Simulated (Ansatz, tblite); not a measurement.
Isomers of Ga₄P₄ (singlet), found by a short tight-binding search and relaxed with PBE0-D4/def2-SVP in Ansatz.

The xTB rows come from tblite. Correlated methods freeze 56 core orbitals; core or outer-core shells of Ga are correlated, in sets that lack core-valence functions.

Other spin states weren't relaxed.

A:

```xyz
8

Ga   -1.7009    0.2380   -2.0560
Ga   -0.2697   -0.8367    2.5305
Ga    1.8471   -1.8226    0.6653
Ga    0.1234    2.4212   -1.1399
P    -0.8506   -1.3227   -0.2661
P     1.0040   -0.3387   -1.1920
P    -1.2154    0.6951    0.7637
P     1.0620    0.9663    0.6945
```

B:

```xyz
8

Ga   -2.737    0.153    0.906
Ga    0.276    0.234   -2.745
Ga    1.014    1.445    2.059
Ga    0.142   -1.604    0.307
P    -1.537   -1.021   -1.098
P    -0.679    1.036   -0.463
P     1.941   -0.890    1.359
P     1.580    0.646   -0.325
```

C:

```xyz
8

Ga    0.3368   -2.4122    0.7135
Ga    1.9895    1.6746    0.7152
Ga   -0.8104    1.9682   -1.1314
Ga   -2.1245   -1.5434    1.6807
P     0.7957   -0.4840   -0.7475
P     1.6410    1.1501   -1.7490
P    -0.3803    0.2801    1.1429
P    -1.4478   -0.6334   -0.6243
```

**Question.** Estimate which lies lowest at each level, and how far above it the others are (kJ/mol).

**Answer.** 
```tsv
level	A	B	C
GFN1-xTB	0.0	129.7	44.8
GFN2-xTB	0.0	106.6	88.8
HF/def2-SVP	6.7	0.0	52.4
PBE-D4/def2-TZVP	18.9	40.4	0.0
BLYP-D4/def2-TZVP	6.7	29.0	0.0
r2SCAN-D4/def2-TZVP	30.6	32.1	0.0
PBE0-D4/def2-TZVP	12.1	29.2	0.0
MP2/def2-SVP	31.4	24.2	0.0
```
Point groups (tolerance 0.1 Å): A D2d, B not assigned, C not assigned. Lower isomers may exist.
